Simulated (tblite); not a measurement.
Species: C2H8NPSi (charge +1 and doublet state).
Z-matrix (Å and degrees, GFN2-xTB geometry), rows numbered from 1:
```
C 
N   1  1.3889
C   2  1.2187  1  139.44
Si  3  1.9995  2  126.42  1    -4.75
P   4  2.2524  3   96.65  2    73.38
H   1  1.0923  2  108.32  3   120.08
H   1  1.0965  2  113.36  3    -2.24
H   1  1.0931  2  108.28  3  -123.69
H   3  1.0816  2  120.01  1   179.09
H   4  1.4623  3  103.35  2  -157.71
H   4  1.4623  3  105.75  2   -39.90
H   5  1.3903  4   96.08  3   144.62
H   5  1.3949  4   99.14  3    49.72
```

Level: GFN2-xTB in tblite, geometry and Hessian alike; calculated harmonic values, unscaled, isolated species. Errors from tens to a few hundred cm⁻¹ against measured bands are possible. Modes of hydrogen on phosphorus and silicon can be 10 to 20 % off. One conformer, not necessarily the lowest. Open shells enter through the occupations alone, without spin polarisation, and single modes of such species can be off by tens of per cent.

Harmonic wavenumbers (cm⁻¹): 44.7, 74.8, 98.0, 110.3, 156.4, 353.4, 367.2, 391.7, 418.4, 448.1, 499.7, 569.8, 625.1, 662.8, 732.5, 763.8, 1024.4, 1055.3, 1068.1, 1094.4, 1158.4, 1362.0, 1368.1, 1394.2, 1876.0, 2266.6, 2280.1, 2288.9, 2344.2, 2914.9, 2977.9, 2996.5, 3009.0.

A = 4351, B = 1812, C = 1481 MHz; mass 105.016 u (most abundant isotopes); point group C1, symmetry number 1; spin multiplicity 2.

Question: Zero-point energy?

Answer: ½Σν̃ = 19398 cm⁻¹ = 232.05 kJ/mol.

Question: Give the ideal-gas entropy at 298.15 K and 1 bar in the rigid-rotor, harmonic-oscillator model (classical rotation).

Answer: Translation 166.90, rotation 115.95, vibration 109.57, spin (R ln 2) 5.76: S = 398.2 J/(mol K).

Question: And Cp and H(298.15 K) − H(0)?

Answer: Cp = 136.66 J/(mol K), of which vibrations give 103.40 (their classical limit is 33 R = 274.4); H(298.15 K) − H(0) = 26.51 kJ/mol without the zero-point energy, 16.60 from vibrations.

Question: How do the functions run with temperature in this model?

Answer: 
```csv
T (K),S (J/(mol K)),Cp (J/(mol K)),H − H(0) (kJ/mol),G − H(0) (kJ/mol),ln q(vib)
50,243.4,56.5,2.14,-10.03,0.56
100,288.1,73.7,5.41,-23.40,1.80
373.15,430.9,155.2,37.47,-123.32,8.14
500,480.0,180.6,58.83,-181.16,10.80
750,560.6,216.9,108.82,-311.61,15.57
1000,626.6,241.7,166.34,-460.25,19.80
```

q(vib) and H(0) count from the zero-point level.

Question: What must be added to the electronic energy to get the Gibbs energy at 298.15 K and 1 bar?

Answer: ZPE + [H(298.15 K) − H(0)] − T·S = 232.05 + 26.51 − 118.72 = 139.84 kJ/mol.

Question: Which modes carry the vibrational entropy at 298.15 K?

Answer: 44.7 cm⁻¹: 21.08; 74.8 cm⁻¹: 16.83; 98.0 cm⁻¹: 14.62; 110.3 cm⁻¹: 13.66; 156.4 cm⁻¹: 10.85; 353.4 cm⁻¹: 4.82 J/(mol K); the other 27 give 27.72 together.

Question: Blend soft modes into free rotors: weight 1/[1 + (100 cm⁻¹/ν̃)⁴] for the oscillator and the rest for a rotor with moment μB/(μ + B), μ = h/(8π²ν), B = 10⁻⁴⁴ kg m². What vibrational entropy results?

Answer: 98.94 J/(mol K) in place of 109.57, which changes −T·S at 298.15 K by +3.17 kJ/mol.

Hindered rotation and anharmonicity are outside this model. Other conformers, if any are populated, would add a mixing term that is left out. The structure is chiral; the term R ln 2 for an equal mix with its mirror image is left out.

Time: 0.29 s. Hardware: one thread of an Arm Neoverse V2 (shared host). The figure is for the frequency step alone.
